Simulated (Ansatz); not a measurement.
Molecule: trihydroxy(prop-2-enyl)silane, C$_{3}$H$_{8}$O$_{3}$Si (charge 0, singlet). SMILES: C=CC[Si](O)(O)O
Structure (B3LYP-D3(BJ)/def2-TZVP (Ansatz, a quantum-chemistry and plane-wave program) minimum search):
```xyz
15

C      2.5558    -1.0669    -0.8924
C      1.7230    -1.0606     0.1450
C      1.0880     0.1573     0.7374
Si    -0.6742     0.3275     0.1385
O     -1.4710    -0.9516     0.7831
O     -0.7030     0.3722    -1.5075
O     -1.4214     1.7058     0.6239
H      2.8871    -0.1462    -1.3605
H      2.9501    -1.9907    -1.2948
H      1.4233    -2.0085     0.5825
H      1.0802     0.1065     1.8292
H      1.6330     1.0597     0.4479
H     -2.4255    -0.9881     0.6794
H     -0.1114    -0.2402    -1.9560
H     -1.4360     2.4333    -0.0031
```
Charge 0, spin multiplicity 1.

Quantity: vertical triplet-singlet gap (E(triplet) - E(singlet); each state is the SCF solution reached for its spin), in kJ/mol. Cores are frozen in the correlated levels unless marked. Open shells are spin-unrestricted. No spin-orbit coupling. No relativistic terms. 

| level | program | vertical triplet-singlet gap (kJ/mol) |
|---|---|---|
| HF/aug-cc-pV(D+d)Z | Ansatz | 333.8 |
| PBE/def2-TZVPD | Ansatz | 413.0 |
| B3LYP/def2-TZVPD | Ansatz | 415.5 |
| CAM-B3LYP/def2-TZVPD | Ansatz | 413.8 |
| RI-MP2/aug-cc-pV(Q+d)Z | Ansatz | 450.8 |
| SCS-MP2/aug-cc-pV(D+d)Z | Ansatz | 450.8 |
